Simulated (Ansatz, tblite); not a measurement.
Removing and adding an electron: SnH2MeI (CH5ISn). Total charge 0; singlet. Geometry: PBE0-D4/def2-SVP. Ansatz, gas phase; energy differences of separate SCF runs; the oxidised species was run as a doublet alone; the reduced species was run as a doublet alone.

Cartesian coordinates in Å:
```
Sn -0.2103 0.9265 -0.1128
H -0.9713 1.3673 -1.5820
H 1.0078 2.0496 0.3191
C 0.4840 -1.1001 -0.1093
H 1.2284 -1.2411 -0.9064
H -0.3654 -1.7755 -0.2778
H 0.9409 -1.3275 0.8632
I -2.1141 1.1008 1.8060
```

In the def2 sets I, Sn take a core potential; there is no spin–orbit coupling. The xTB rows come from tblite. HOMO above LUMO, or a gap near zero within one spin, warns that the state may not be the lowest or that an electron is smeared out.

| level | −HOMO (eV) | vertical IE (eV) | −LUMO (eV) | vertical EA (eV) | HOMO–LUMO gap (eV) | IE − EA (eV) | remarks |
| --- | --- | --- | --- | --- | --- | --- | --- |
| PBE-D4/def2-TZVP | 6.23 | 9.17 | 1.92 | – | 4.32 | – | gap within one spin near zero (+1 doublet) |
| PBE-D4/def2-TZVPD | 6.26 | – | 1.98 | -0.05 | 4.28 | – | HOMO above zero (-1 doublet) |
| r2SCAN-D4/def2-TZVPD | 6.53 | – | 1.71 | -0.15 | 4.82 | – | HOMO above zero (-1 doublet) |
| PBE0-D4/def2-TZVP | 7.35 | 9.38 | 1.11 | – | 6.24 | – | – |

Task: Estimate the rows for GFN1-xTB, GFN2-xTB, r2SCAN-D4/def2-TZVP, PBE0-D4/def2-TZVPD.

Result: 
| level | −HOMO (eV) | vertical IE (eV) | −LUMO (eV) | vertical EA (eV) | HOMO–LUMO gap (eV) | IE − EA (eV) | remarks |
| --- | --- | --- | --- | --- | --- | --- | --- |
| GFN1-xTB | 11.11 | 14.51 | 6.48 | 3.46 | 4.63 | 11.04 | – |
| GFN2-xTB | 11.15 | 14.19 | 7.20 | 4.56 | 3.95 | 9.63 | – |
| r2SCAN-D4/def2-TZVP | 6.52 | 9.30 | 1.67 | – | 4.86 | – | – |
| PBE0-D4/def2-TZVPD | 7.37 | – | 1.19 | -0.18 | 6.17 | – | HOMO above zero (-1 doublet) |

   A HOMO above zero means that the electron is unbound at that level or that self-interaction error raises the level; the energy of removing that electron tells which. Raw xTB energy differences between charge states are shifted by several eV; the methods need an empirical correction for them. A negative affinity means that the extra electron isn't bound; its size then hangs on the basis.
